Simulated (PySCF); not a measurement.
Si(Cl)2(Me)(nPr), C4H10Cl2Si, SMILES CCC[Si](C)(Cl)Cl (GFN2-xTB optimised geometry):

```
17

C     -1.801    -1.519    -4.009
C     -1.152    -0.773    -2.851
C     -1.559    -1.369    -1.502
Si    -0.819    -0.456     0.000
C      1.082    -0.456     0.000
Cl    -1.477     1.467     0.000
Cl    -1.480    -1.360     1.700
H     -1.509    -2.567    -4.000
H     -1.499    -1.087    -4.960
H     -2.885    -1.466    -3.938
H     -1.445     0.278    -2.887
H     -0.067    -0.818    -2.956
H     -1.261    -2.419    -1.478
H     -2.650    -1.361    -1.434
H      1.477    -1.467    -0.035
H      1.476     0.084    -0.856
H      1.476     0.018     0.895
```

Level of theory: PySCF with B3LYP/def2-SVP.

Q: What are the frontier orbital energies and the dipole moment?

A: HOMO-2 -8.79 eV, HOMO-1 -8.51 eV, HOMO -7.88 eV, LUMO 1.15 eV, LUMO+1 1.39 eV; dipole moment 2.05 D.

Meta-Löwdin charges at B3LYP/def2-SVP: C1 -0.28, C2 -0.14, C3 -0.40, Si4 0.93, C5 -0.54, Cl6 -0.28, Cl7 -0.28, H8 0.09, H9 0.09, H10 0.09, H11 0.09, H12 0.08, H13 0.10, H14 0.10, H15 0.12, H16 0.12, H17 0.12.
